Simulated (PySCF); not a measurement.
Ge(F)(Cl)(OH)2 (ClFGeH2O2), SMILES [OH][Ge]([OH])([F])[Cl]. Geometry: PBE-D3(BJ)/def2-SVP. The structure was generated by enumeration, and PubChem lists no compound with its InChIKey, so it may never have been made. One conformer was computed; it need not be the lowest.

Calculation: PBE-D3(BJ)/def2-SVP in PySCF.

Harmonic wavenumbers (cm⁻¹): 113, 127, 179, 200, 236, 242, 264, 433, 679, 719, 740, 896, 916, 3709, 3718. Rotational constants (GHz): 3.427, 2.088, 2.030; symmetry number 1.

Task: Work out the zero-point energy and the ideal-gas rigid-rotor harmonic-oscillator thermochemistry at 298.15 K and 1 atm.

Result: ZPE = ½ Σ hcν = ½ × 13171 cm⁻¹ = 78.78 kJ/mol. H − E(el) = 101.11 kJ/mol. Entropy in J/(mol K): translation 172.13, rotation 115.04, vibration 75.02, total 362.18. G − E(el) = -6.87 kJ/mol. Cp = 107.20 J/(mol K). Modes under 150 cm⁻¹ make the vibrational entropy uncertain.
